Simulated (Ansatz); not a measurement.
Basis-set extrapolation for C₂H₉BS (`C[BH-](C)[SH2+]`) (PBE0-D4/def2-TZVP geometry, frozen core, the Gaussian-basis code of Ansatz). Multiplicity 1, RHF reference.

```csv
,def2-TZVPP,def2-QZVPP
HF,-503.227128,-503.243696
MP2 correlation,-0.678780,-0.724151
CCSD(T) correlation,-0.767636,not run
```

Energies in hartree. Use E(X) = E(∞) + A·exp(−7.88·√X) for Hartree–Fock and E(X) = E(∞) + B·X^(−2.97) for correlation, with X = 3 and 4, and add CCSD(T) minus MP2 of the smaller set to the MP2 limit.

**Question.** What is the CCSD(T) energy at the basis-set limit?

**Answer.** HF limit: -503.243696 + (-0.016568) × 0.13774 = -503.24598. MP2 limit: -0.724151 + (-0.045371) × 0.74074 = -0.75776. Higher-order term: -0.767636 − (-0.678780) = -0.08886. Total: -504.09260 hartree, 61.4 kcal/mol below CCSD(T)/def2-TZVPP.
